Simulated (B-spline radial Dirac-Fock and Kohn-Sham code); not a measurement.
Si 3p3/2: cross section and angular parameters

System: the free silicon atom, configuration [Ne] 3s2 3p2; threshold 6.07 eV (orbital energy of the model). Calculated with a radial finite-basis atomic code, using Dirac-Hartree-Slater photoionisation with a Latter tail; cross sections with all multipoles, angular parameters from the dipole term and its interference with E2.

```tsv
hν (eV)	σ (kb)	β	γ	δ
55.6	188	1.201	-0.023	-0.001
60	179	1.273	-0.023	0.000
143	49.7	1.598	0.037	0.006
150	45.3	1.601	0.043	0.007
189	28.5	1.603	0.073	0.008
200	25.4	1.601	0.082	0.008
240	17.1	1.586	0.112	0.009
300	10.3	1.555	0.155	0.011
317	9.02	1.545	0.167	0.012
665	1.31	1.339	0.351	0.025
674	1.26	1.334	0.355	0.025
909	0.530	1.217	0.436	0.036
1000	0.398	1.176	0.463	0.040
1250	0.201	1.077	0.522	0.051
1600	0.0922	0.963	0.587	0.067
2000	0.0446	0.858	0.643	0.084
3110	0.0100	0.658	0.746	0.129
3270	0.00843	0.636	0.757	0.135
3550	0.00632	0.602	0.775	0.145
5170	0.00165	0.455	0.857	0.200
5510	0.00131	0.433	0.871	0.210
7170	0.000496	0.347	0.931	0.257
7260	0.000474	0.343	0.934	0.259
8047.8	0.000322	0.312	0.959	0.279
9050	0.000207	0.279	0.989	0.303
11700	7.76e-05	0.209	1.058	0.362
13100	?	?	?	?
14100	3.76e-05	0.160	1.107	0.409
15000	2.96e-05	0.144	1.122	0.426
```

Q: Give the values at 13100 eV.

A: σ = 5.01e-05 kb, β = 0.179, γ = 1.088, δ = 0.390.
